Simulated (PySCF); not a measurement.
CH₈O₂Si₂, SMILES [SiH3]OCO[SiH3] at its GFN2-xTB optimised geometry (Å):

```
13

Si     1.9172    -0.3285     2.6573
O      2.0831     0.0948     1.0906
C      1.5406    -0.5408     0.0000
O      0.1668    -0.5408     0.0000
Si    -0.8135     0.7634     0.0000
H      2.7353     0.7247     3.2358
H      2.4483    -1.6787     2.8693
H      0.5239    -0.3025     3.1031
H      1.8644    -1.5924    -0.0294
H      1.9206    -0.0264    -0.8960
H     -0.6480     1.5898     1.1958
H     -2.0831     0.0566    -0.0495
H     -0.5484     1.5924    -1.1800
```

Method: B3LYP/def2-TZVP (PySCF 2.14.0). Cells within 0.4 Å of a nucleus heavier than hydrogen are left out (blank, or x).

Map of the HOMO amplitude (bohr^(-3/2)) on the plane z = 0.0 Å; orbital energy -8.12 eV, overall sign arbitrary:

```
|44444444444444444444444444444|
|44444444444444444444444444444|
|44444444444444444444444444444|
|44444444444444444444444444444|
|44444444444444444444444444444|
|44444444444444444444444444444|
|44444444444444444444444444444|
|44444444444444444444444444444|
|44444444444444444444444444444|
|44444444444444444444444444444|
|44444444444444444444554444444|
|44444455555xx5555544444444444|
|44444555555xx5555544444444444|
|44444555555556665543444444444|
|44444555555556776532234444444|
|44444555555545xx65xx234444444|
|44444555554442xx45xx544444444|
|44444445444432003578765544444|
|44444444444433224578875554444|
|44444444444444344568976555444|
|44444444444444444567765555444|
|44444444444444445556655555444|
|44444444444444445555555554444|
|44444444444444444555555554444|
|44444444444444444555555444444|
|44444444444444444444444444444|
|44444444444444444444444444444|
|44444444444444444444444444444|
|44444444444444444444444444444|
```
Scale: ten equal steps from -0.199 (start of '0') to 0.210 (end of '9'), in the order '0123456789'; x runs from -4.50 to 4.50, y from -4.50 (bottom) to 4.50 (top).
